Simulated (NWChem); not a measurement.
System meant: C3H4BNO; SMILES C1B(C=CN=1)O

The following NWChem deck was run.

```
start job
memory heap 200 mb stack 900 mb global 1100 mb
geometry units angstroms noautoz
  O      0.025906    -2.144356     0.000000
  B      0.029438    -0.793284     0.000000
  C      1.260851     0.166722     0.000000
  C      0.713272     1.392988     0.000000
  N     -0.756505     1.457955     0.000000
  C     -1.205619     0.252202     0.000000
  H     -0.868046    -2.519248     0.000000
  H      2.328008    -0.021138     0.000000
  H      1.218761     2.354888     0.000000
  H     -2.288405     0.104258     0.000000
end
basis spherical
  * library def2-svp
end
dft
  odft
  mult 2
  xc pbe0
  iterations 150
  mulliken
end
task dft energy
```

End of the output:

```
 Summary of "ao basis" -> "ao basis" (spherical)
 ------------------------------------------------------------------------------
       Tag                 Description            Shells   Functions and Types
 ---------------- ------------------------------  ------  ---------------------
 O                          def2-svp                 6       14   3s2p1d
 B                          def2-svp                 6       14   3s2p1d
 C                          def2-svp                 6       14   3s2p1d
 N                          def2-svp                 6       14   3s2p1d
 H                          def2-svp                 3        5   2s1p

 Summary of "ao basis" -> "ao basis" (spherical)
 ------------------------------------------------------------------------------
       Tag                 Description            Shells   Functions and Types
 ---------------- ------------------------------  ------  ---------------------
 O                          def2-svp                 6       14   3s2p1d
 B                          def2-svp                 6       14   3s2p1d
 C                          def2-svp                 6       14   3s2p1d
 N                          def2-svp                 6       14   3s2p1d
 H                          def2-svp                 3        5   2s1p

      Symmetry analysis of basis
      --------------------------

        a'         76
        a"         28

  number of electrons :                   42
  multiplicity        :                    2
 ------------------------------------------------------------------------
  no. of electrons and multiplicity not compatible                  42
 ------------------------------------------------------------------------
 ------------------------------------------------------------------------
  current input line :
    25: task dft energy
 ------------------------------------------------------------------------
 ------------------------------------------------------------------------
 There is an error in the input file
 ------------------------------------------------------------------------
 For more information see the NWChem manual at https://nwchemgit.github.io

0: no. of electrons and multiplicity not compatible:Received an Error in Communication
```

Task: Can this run be used? If not, why, and what is the fix?

Result: The program refused the input. Cause: the multiplicity doesn't fit the number of electrons (an even count wants an odd multiplicity, and the reverse). This input runs:
```
start job
memory heap 200 mb stack 900 mb global 1100 mb
geometry units angstroms noautoz
  O      0.025906    -2.144356     0.000000
  B      0.029438    -0.793284     0.000000
  C      1.260851     0.166722     0.000000
  C      0.713272     1.392988     0.000000
  N     -0.756505     1.457955     0.000000
  C     -1.205619     0.252202     0.000000
  H     -0.868046    -2.519248     0.000000
  H      2.328008    -0.021138     0.000000
  H      1.218761     2.354888     0.000000
  H     -2.288405     0.104258     0.000000
end
basis spherical
  * library def2-svp
end
dft
  xc pbe0
  iterations 150
  mulliken
end
task dft energy
```
It converges to -271.03207 Ha (PBE0/def2-SVP).
